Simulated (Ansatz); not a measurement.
PBE exchange is replaced step by step with exact exchange (0 % is PBE, 25 % PBE0; no dispersion term), basis def2-TZVP, Ansatz. System: Si4. Charge 0, multiplicity 1. Geometry: r2SCAN-D4/def2-TZVP, each spin state at its own.

Geometry of the singlet:

```
atom    x (Å)    y (Å)    z (Å)
 Si1  -0.3881  -1.3381   1.4081
 Si2   0.3921   1.3370  -1.4080
 Si3   0.1882   0.8292   0.8398
 Si4  -0.1921  -0.8281  -0.8399
```

The structure comes from a short search, and lower isomers may exist.

```
exact exchange (%)  HOMO (eV)  LUMO (eV)  gap (eV)  triplet − singlet (kJ/mol)  quintet − singlet (kJ/mol)
                 0      -5.48      -4.39      1.09                        62.8                       256.1
                 5      -5.66      -4.26      1.40                        63.7                       256.2
                10      -5.84      -4.12      1.72                        64.6                       256.3
                15      -6.02      -3.99      2.03                        65.4                       256.3
                25      -6.39      -3.73      2.67                        67.1                       256.2
                50      -7.34      -3.06      4.28                        70.9                       254.9
```

Q: Fit a straight line to the column «quintet − singlet (kJ/mol)» against the share of exact exchange and predict its value at 35 %.

A: With x = exact exchange (%) and y = quintet − singlet (kJ/mol): mean x = 17.5, mean y = 256; Σ(x − x̄)(y − ȳ) = -41.5, Σ(x − x̄)² = 1638; slope b = -0.02534, intercept a = ȳ − b·x̄ = 256.4. The residuals of the fitted rows reach 0.4. At x = 35 the line gives 256.4 + (-0.02534 × 35) = 255.5; the run gave 255.8, 0.3 more than the line.
